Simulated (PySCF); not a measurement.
C₂H₇FO₂Si (SMILES CO[Si](C)(O)F), singlet, at a GFN2-xTB geometry, with bond 12-4 at 1.4 times its length; CASSCF(4,3)+NEVPT2/STO-3G (PySCF).

PySCF was given this input:
```python
from pyscf import gto, scf, mcscf, mrpt
import numpy

mol = gto.Mole()
mol.atom = '''
    C     2.21258192   -0.53945164   -0.51728818
    O     1.25101132    0.31149816    0.04528465
    Si   -0.35760718    0.12986255    0.09796693
    C    -1.03750399   -1.35169305    1.04370757
    O    -0.95639348    1.47992517    0.73631244
    F    -0.85083548    0.01176277   -1.44441174
    H     1.95295925   -0.79097953   -1.54709103
    H     3.16745948   -0.01389506   -0.50064854
    H     2.29641912   -1.46060230    0.06307163
    H    -2.11984727   -1.30845626    1.10052641
    H    -0.65652341   -1.38105219    2.05956819
    H    -0.66354313   -2.66138076    0.36614092
    H    -0.61346877    2.33371036    0.48171772
'''
mol.basis = 'sto-3g'
mol.verbose = 4
mol.build()

mf = scf.RHF(mol)
mf.kernel()
mc = mcscf.CASSCF(mf, 3, 4)
mc.fix_spin_(ss=0.0)
mc.kernel()
occ = numpy.linalg.eigvalsh(mc.fcisolver.make_rdm1(mc.ci, mc.ncas, mc.nelecas))[::-1]
ss = mc.fcisolver.spin_square(mc.ci, mc.ncas, mc.nelecas)[0]
print('natural occupations', occ.round(4), ' <S^2>', round(ss, 4))
e2 = mrpt.NEVPT(mc).kernel()
print('E(NEVPT2) = %.10f' % (mc.e_tot + e2))
```

What the program printed (banner, timings and long lists left out):

```
PySCF version 2.14.0

[INPUT] verbose = 4
[INPUT] num. atoms = 13
[INPUT] num. electrons = 58
[INPUT] charge = 0
[INPUT] spin (= nelec alpha-beta = 2S) = 0
[INPUT] symmetry False subgroup None
[INPUT] Mole.unit = angstrom
[INPUT] Symbol           X                Y                Z      unit          X                Y                Z       unit  Magmom
[...]
nuclear repulsion = 340.109235961307
number of shells = 27
number of NR pGTOs = 123
number of NR cGTOs = 41
basis = sto-3g
ecp = {}

******** <class 'pyscf.scf.hf.RHF'> ********
method = RHF
initial guess = minao
damping factor = 0
level_shift factor = 0
DIIS = <class 'pyscf.scf.diis.CDIIS'>
diis_start_cycle = 1
diis_space = 8
diis_damp = 0
SCF conv_tol = 1e-09
SCF conv_tol_grad = None
SCF max_cycles = 50
direct_scf = True
direct_scf_tol = 1e-13
Set gradient conv threshold to 3.16228e-05
Initial guess from minao.
init E= -610.642283620977
[...]
cycle= 1 E= -610.050933560583  delta_E= 0.591  |g|= 0.61  |ddm|=  4.2
[...]
cycle= 2 E= -610.195611005138  delta_E= -0.145  |g|= 0.142  |ddm|= 1.06
[...]
cycle= 3 E= -610.202867694971  delta_E= -0.00726  |g|= 0.0355  |ddm|= 0.224
[...]
cycle= 4 E= -610.203579113782  delta_E= -0.000711  |g|= 0.00924  |ddm|= 0.0782
[...]
cycle= 5 E= -610.203627559787  delta_E= -4.84e-05  |g|= 0.00214  |ddm|= 0.0217
[...]
cycle= 6 E= -610.20363051741  delta_E= -2.96e-06  |g|= 0.000491  |ddm|= 0.00556
[...]
cycle= 7 E= -610.203630675256  delta_E= -1.58e-07  |g|= 9.78e-05  |ddm|= 0.00136
[...]
cycle= 8 E= -610.203630681791  delta_E= -6.53e-09  |g|= 2.66e-05  |ddm|= 0.000269
[...]
cycle= 9 E= -610.203630682356  delta_E= -5.65e-10  |g|= 6.38e-06  |ddm|= 8.62e-05
[...]
Extra cycle  E= -610.203630682383  delta_E= -2.69e-11  |g|= 2.6e-06  |ddm|= 1.46e-05
converged SCF energy = -610.203630682383

******** <class 'pyscf.mcscf.mc1step.CASSCF'> ********
CAS (2e+2e, 3o), ncore = 27, nvir = 11
max_cycle_macro = 50
max_cycle_micro = 4
conv_tol = 1e-07
conv_tol_grad = None
orbital rotation max_stepsize = 0.02
orbital rotation threshold for CI restart = 0.01
augmented hessian ah_max_cycle = 30
augmented hessian ah_conv_tol = 1e-12
augmented hessian ah_linear dependence = 1e-14
augmented hessian ah_level shift = 1e-08
augmented hessian ah_start_tol = 2.5
augmented hessian ah_start_cycle = 3
augmented hessian ah_grad_trust_region = 3
kf_trust_region = 3
kf_interval = 4
ci_response_space = 4
ci_grad_trust_region = 3
with_dep4 0
natorb = False
canonicalization = True
sorting_mo_energy = False
[...]
CASCI E = -610.203716034488  S^2 = 0.0000000
CASSCF energy = -610.243079634778
CASCI E = -610.243079634778  E(CI) = -3.55733612641757  S^2 = 0.0000000
[...]
Natural orbital (expansion on meta-Lowdin AOs) in CAS space
               #1        #2        #3
0 C 1s           0.00012   0.00007   0.00001
0 C 2s          -0.00520  -0.00399  -0.00063
0 C 2px         -0.00373   0.00135  -0.00063
0 C 2py         -0.11283   0.00322   0.00300
0 C 2pz          0.13169  -0.00197   0.00005
1 O 1s          -0.00012  -0.00001  -0.00001
1 O 2s           0.03725  -0.00006   0.00036
1 O 2px          0.02736   0.00757  -0.00676
1 O 2py          0.50844   0.00216  -0.00289
1 O 2pz         -0.63883   0.01703  -0.01275
2 Si 1s         -0.00005  -0.00012   0.00004
2 Si 2s          0.00202   0.00086  -0.00000
2 Si 3s          0.02587  -0.04191   0.02033
2 Si 2px         0.00109  -0.00020   0.00008
2 Si 2py         0.00036  -0.00335   0.00139
2 Si 2pz        -0.00211   0.00006  -0.00005
2 Si 3px        -0.06976   0.03977  -0.02495
2 Si 3py        -0.05055   0.00533   0.00358
2 Si 3pz         0.04013  -0.06253   0.03991
3 C 1s          -0.00083   0.00150   0.00361
3 C 2s           0.10719   0.23249  -0.29630
3 C 2px          0.15904   0.16385  -0.16394
3 C 2py          0.19039  -0.56293   0.54661
3 C 2pz         -0.20675  -0.29262   0.29159
4 O 1s           0.00027  -0.00045   0.00034
4 O 2s          -0.02051   0.03162  -0.02449
4 O 2px         -0.00115   0.01824  -0.01488
4 O 2py          0.03098  -0.03721   0.03341
4 O 2pz          0.01243  -0.00751   0.00491
5 F 1s           0.00024   0.00002  -0.00001
5 F 2s           0.01524  -0.00294   0.00186
5 F 2px         -0.01670  -0.01687   0.01324
5 F 2py          0.03868   0.00512  -0.00170
5 F 2pz         -0.24962  -0.00677   0.00615
6 H 1s          -0.15850   0.00260  -0.00241
7 H 1s          -0.08542   0.00179   0.00190
8 H 1s           0.25160  -0.00142   0.00048
9 H 1s          -0.09111  -0.04654   0.01687
10 H 1s         -0.07026  -0.04711   0.01842
11 H 1s          0.00898   0.70765   0.70388
12 H 1s          0.02754  -0.02441   0.01957
<CAS-nat-orb|mo-hf>  28     29      -0.97309217
<CAS-nat-orb|mo-hf>  29     24       0.71067591
<CAS-nat-orb|mo-hf>  29     25      -0.53990801
<CAS-nat-orb|mo-hf>  30     30       0.94675896
Sr    (-1)',   E = -0.00114042863648
Si    (+1)',   E = -0.00003907061099
Sijrs (0)  ,   E = -0.17585118036484
Sijr  (+1) ,   E = -0.00166587721153
Srsi  (-1) ,   E = -0.01945714096877
Srs   (-2) ,   E = -0.00190165864615
Sij   (+2) ,   E = -0.00034094648947
Sir   (0)' ,   E = -0.00792742844325
Nevpt2 Energy = -0.208323731371487
E(NEVPT2) = -610.4514033661
```
